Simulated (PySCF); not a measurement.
# Dipole response of Be (beryllium, neutral)

[He] 2s1 2p1, high-spin 3P determinant (an excited configuration). Computed with PySCF 2.14 in def2-TZVPPD, with no relativity, point nucleus. Coupled (time-dependent) response in atomic units; α is the mean over directions.

```tsv
method	mean α (bohr³)	α xx, yy, zz	C₆ (like pair)	S(−4)
UHF	28.32	30.44, 24.08, 30.44	131.2	771.6
PBE	30.35	30.72, 29.61, 30.72	137.3	1083
PBE0	29.59	30.66, 27.44, 30.66	134.7	964.8
PBEsol	30.55	30.66, 30.34, 30.66	138.5	1103
revPBE	30.46	30.89, 29.59, 30.89	138.4	1085
```

S(−4) is the Cauchy moment in α(ω) = α(0) + S(−4) ω² + …

α(iu) at PBE0:

| u (hartree) | α(iu) (bohr³) |
| --- | --- |
| 0 | 29.59 |
| 0.0500 | 27.41 |
| 0.100 | 22.79 |
| 0.200 | 14.76 |
| 0.300 | 10.05 |
| 0.500 | 5.387 |
| 0.750 | 2.930 |
| 1.00 | 1.812 |
| 1.50 | 0.8870 |
| 2.00 | 0.5305 |
| 3.00 | 0.2606 |
| 5.00 | 0.1104 |

A single London oscillator, α(iu) = α/(1 + u²/ω²), gives C₆ = (3/4) ω α². Matching the computed C₆ needs ω = 4 × 134.7 / (3 × 29.59²) = 0.205 hartree.

The components differ because the open shell of this determinant is not spherical; for a pure term their mean is the scalar polarisability.
